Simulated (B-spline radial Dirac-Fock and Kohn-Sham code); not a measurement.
Tm²⁺ 4p3/2: cross section and angular parameters

System: Tm²⁺ in the configuration 1s2 2s2 2p6 3s2 3p6 3d10 4s2 4p6 4d10 4f13 5s2 5p6; threshold 338.9 eV (orbital energy of the model). Method: Dirac-Hartree-Slater photoionisation with a Latter tail; cross sections with all multipoles, angular parameters from the dipole term and its interference with E2. Computed with a radial finite-basis atomic code.

For linearly polarised light dσ/dΩ = σ/(4π) [1 + β P₂(cos θ) + (δ + γ cos²θ) sin θ cos φ], with θ from the polarisation vector and φ the angle between the beam and the projection of the electron momentum on the plane normal to the polarisation.

| hν (eV) | σ (kb) | β | γ | δ |
| --- | --- | --- | --- | --- |
| 400 | 247 | -0.268 | -0.165 | 0.060 |
| 725 | 158 | 1.117 | 0.281 | 0.039 |
| 768 | 149 | 1.179 | 0.296 | 0.033 |
| 1080 | 97.5 | 1.447 | 0.259 | 0.011 |
| 1486.9 | 61.2 | 1.594 | 0.125 | 0.002 |
| 1930 | 39.8 | 1.668 | 0.019 | 0.001 |
| 2100 | ? | ? | ? | ? |
| 2250 | 30.4 | 1.697 | -0.023 | 0.001 |
| 2730 | 21.3 | 1.721 | -0.042 | 0.003 |
| 3490 | 13.2 | 1.735 | -0.002 | 0.005 |
| 4000 | 9.97 | 1.735 | 0.053 | 0.007 |
| 4140 | 9.28 | 1.735 | 0.070 | 0.007 |
| 4420 | 8.09 | 1.733 | 0.108 | 0.008 |
| 5200 | 5.70 | 1.723 | 0.222 | 0.010 |
| 5414.7 | 5.21 | 1.720 | 0.256 | 0.011 |
| 5620 | 4.80 | 1.716 | 0.289 | 0.012 |
| 6000 | 4.14 | 1.710 | 0.350 | 0.013 |
| 8047.8 | 2.09 | 1.668 | 0.678 | 0.020 |
| 9370 | 1.44 | 1.639 | 0.877 | 0.026 |
| 12000 | 0.773 | 1.581 | 1.233 | 0.038 |

Question: Give the values at 2100 eV.

Answer: σ = 34.4 kb, β = 1.685, γ = -0.007, δ = 0.001.
